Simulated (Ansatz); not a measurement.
A series at Sn: from `[CH3][SnH]([CH3])[CH3]`, ligands are replaced one by one, each step taking up H₂ and setting free CH₄; n counts the steps. Ansatz, PBE0-D4/def2-TZVP geometries.

```csv
n,molecule,"HOMO energy, ωB97M-V/def2-TZVPP (eV)"
0,`[CH3][SnH]([CH3])[CH3]`,-10.02
1,`[CH3][SnH2][CH3]`,-10.21
2,`[CH3][SnH3]`,?
3,`[SnH4]`,-11.38
```

Q: By hand: fit a straight line y = ȳ + b (n − n̄) to the 3 given rows and predict n = 2.

A: n̄ = 1.333, ȳ = -10.537; Σ(n − n̄)(y − ȳ) = -2.203, Σ(n − n̄)² = 4.667, so b = -0.472 eV a step. Prediction: -10.537 + (-0.472) × (0.667) = -10.85 eV.

Q: By hand: compare with the computed value, -10.59 eV, and give the steps along the whole series.

A: The line misses by 0.26 eV (computed minus predicted). Steps: -0.19, -0.38, -0.79 eV.

The steps grow at each stage, from -0.19 to -0.79 eV, so the series is curved. The highest orbital can change its character along such a series. The miss is 19.1 % of the series' range.
